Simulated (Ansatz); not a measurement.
Reaction (SMILES): Br atom → [Br-] (an electron is taken up)
B3LYP-D3(BJ)/def2-TZVP geometries, fixed; electronic energies without zero-point terms; positive where energy is released.

How fast the adiabatic electron affinity converges with the basis for several methods (Ansatz, an electronic-structure program): deviation from each method's own reference, in eV. References: CCSD(T) 3.545 eV, Hartree-Fock in aug-cc-pV5Z plus the correlation part extrapolated as X^-3 from aug-cc-pVQZ and aug-cc-pV5Z; HF 2.391 eV, the value in aug-cc-pV5Z; MP2 3.616 eV, Hartree-Fock in aug-cc-pV5Z plus the correlation part extrapolated as X^-3 from aug-cc-pVQZ and aug-cc-pV5Z; PBE 3.490 eV, the value in aug-cc-pV5Z; PBE0 3.447 eV, the value in aug-cc-pV5Z; r2SCAN 3.503 eV, the value in aug-cc-pV5Z. Cartesian d functions, on some or all atoms, in 6-31G, 6-31G**; all else is spherical. In correlated methods cores are frozen (with 3d on Ga to Br). Open shells are unrestricted. No added dispersion term, no relativity. 

```
basis        functions  CCSD(T)  HF     MP2     PBE    PBE0  r2SCAN
-----------  ---------  -------  --  ------  ------  ------  ------
cc-pVDZ             27   -1.085   …  -1.045  -0.668  -0.541  -0.526
6-31G               29   -0.869   …  -0.975  -0.309  -0.216  -0.209
6-31G**             35   -0.749   …  -0.728  -0.317  -0.226  -0.222
aug-pcseg-1         36   -0.166   …  -0.167   0.120   0.142   0.148
cc-pVTZ             43   -0.441   …  -0.434  -0.203  -0.153  -0.132
6-311G**            44   -0.724   …  -0.707  -0.226  -0.157  -0.138
def2-TZVPPD         57   -0.212   …  -0.211   0.012   0.013   0.021
aug-cc-pVQZ         93   -0.062   …  -0.078   0.000   0.001   0.002
```

### Question
Fill in the missing entries.

### Answer

- cc-pVDZ, HF: -0.432
- 6-31G, HF: -0.070
- 6-31G**, HF: -0.124
- aug-pcseg-1, HF: 0.181
- cc-pVTZ, HF: -0.121
- 6-311G**, HF: -0.082
- def2-TZVPPD, HF: 0.018
- aug-cc-pVQZ, HF: 0.003

Mean absolute deviation over cc-pVTZ, 6-311G**, def2-TZVPPD: HF 0.074, r2SCAN 0.097, PBE0 0.108, PBE 0.147, MP2 0.451, CCSD(T) 0.459 eV.
